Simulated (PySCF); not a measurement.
# Spinor energies of Sr (strontium, neutral)

Start: [Kr] 5s1 5p1; 5s1/2 filled at m_j = +1/2; 5p3/2 filled at m_j = +3/2. Calculated with PySCF 2.14 in x2c-SVPall-2c with one added diffuse shell each of s, d type (7s7p7d1f, 70 functions): generalised Hartree-Fock with the X2C-1e Hamiltonian and a Gaussian nucleus; one run each with spin-orbit coupling (SO) switched off, then screened by Boettger's factors. This is a chosen level, not necessarily the ground level.

```tsv
spinor shell	electrons	ε, spin-free (eV)	ε, screened SO (eV)	weight of nominal j (screened SO)	rms radius, screened SO (bohr)
1s1/2	2	-16195.5	-16195.0	1.000	0.0451
2s1/2	2	-2260.9	-2260.7	1.000	0.187
2p1/2	2	-2003.9	-2051.1	1.000	0.164
2p3/2	4	-2003.9	-1981.4	1.000	0.167
3s1/2	2	-380.06	-380.02	1.000	0.524
3p1/2	2	-294.32	-301.87	1.000	0.527
3d3/2	4	-152.58	-153.70	1.000	0.545
3d5/2	6	-152.58	-151.79	1.000	0.549
4s1/2	2	-53.558	-53.548	1.000	1.46
4p1/2	2	-30.443	-31.240	0.992	1.67
4p3/2	4	-30.443	-30.053	0.996	1.69
5s1/2	1	-6.386	-6.383	0.995	4.71
5p3/2	1	-3.697	-3.670	1.000	5.26
```

Problem. Where does 3p3/2 lie, and what is the 3p spin-orbit splitting (screened SO)?

Solution. At -290.71 eV, 11.156 eV above 3p1/2.

```csv
quantity,spin-free,screened SO
E (hartree),-3176.86929,-3177.10251
M_J,2,2
⟨J²⟩,6.031,6.031
⟨L²⟩,2.031,2.035
⟨S²⟩,2.000,2.005
```

Each row is a mean over spinors that exchange with the open shell spreads, by up to 0.368 eV (4p3/2).

Breit and QED terms are absent; they matter most for the inner s and p1/2 levels.

Densities and radii are taken from the X2C orbitals without a picture-change correction, which distorts them close to the nucleus.

Without spin-orbit coupling the j labels of p, d and f shells carry no meaning; the spin-free column gives the mean over the occupied spinors of each nl shell.
